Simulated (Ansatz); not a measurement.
Frontier orbitals of AlFH₅NSi (`F[SiH2][NH][AlH2]`).

```xyz
9

F     0.539    1.697   -1.746
Si   -0.425    0.539   -1.199
N    -0.268    0.320    0.486
Al    0.657   -0.931    1.372
H    -1.797    0.965   -1.561
H    -0.019   -0.715   -1.871
H    -0.742    1.012    1.052
H     0.633   -0.872    2.952
H     1.422   -2.014    0.515
```

The species carries charge 0 and has multiplicity 1. The structure was optimised at the PBE0-D4/def2-TZVP level. It is one conformer, not always the lowest. Basis def2-TZVPP, the Gaussian-basis code of Ansatz.

```json
{"functional": "LDA (SPW92)", "HOMO (eV)": "-7.31", "LUMO (eV)": "-2.14", "gap (eV)": "5.17"}
{"functional": "PBE", "HOMO (eV)": "-7.12", "LUMO (eV)": "-1.91", "gap (eV)": "5.21"}
{"functional": "r2SCAN", "HOMO (eV)": "-7.41", "LUMO (eV)": "-1.55", "gap (eV)": "5.86"}
{"functional": "B97M-V", "HOMO (eV)": "-7.52", "LUMO (eV)": "-1.82", "gap (eV)": "5.70"}
{"functional": "PBE0", "HOMO (eV)": "-8.46", "LUMO (eV)": "-1.14", "gap (eV)": "7.32"}
{"functional": "r2SCAN0", "HOMO (eV)": "-8.67", "LUMO (eV)": "-0.92", "gap (eV)": "7.75"}
{"functional": "CAM-B3LYP", "HOMO (eV)": "-9.86", "LUMO (eV)": "-0.23", "gap (eV)": "9.63"}
{"functional": "ωB97M-V", "HOMO (eV)": "-10.82", "LUMO (eV)": "0.46", "gap (eV)": "11.28"}
{"functional": "HF", "HOMO (eV)": "-11.74", "LUMO (eV)": "1.51", "gap (eV)": "13.25"}
```

A quarter of exact exchange (PBE0) shifts PBE's HOMO by −1.34 eV and its LUMO by +0.77 eV; full exchange at long range (ωB97M-V) shifts them by −3.69 and +2.37 eV. The gap opens from 5.21 to 11.27 eV, since occupied levels lose self-interaction and empty ones feel all the electrons. A positive LUMO is unbound and depends on the basis.
